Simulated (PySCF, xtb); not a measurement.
Mg(Cl)(SMe) (CH₃ClMgS), SMILES C[S][Mg][Cl].

GFN2-xTB (xtb) at its own geometry gives an orbital gap of 1.70 eV and a dipole moment of 1.27 D.

Geometry: B3LYP-D3(BJ)/def2-SVP. The values are those of a single conformer.

**Question.** What does B3LYP/def2-TZVPD (PySCF) give? (An estimate is asked for; the answer gives what the named calculation found.)

**Answer.** gap 4.73 eV (levels -6.60 and -1.87 eV), dipole 1.82 D.
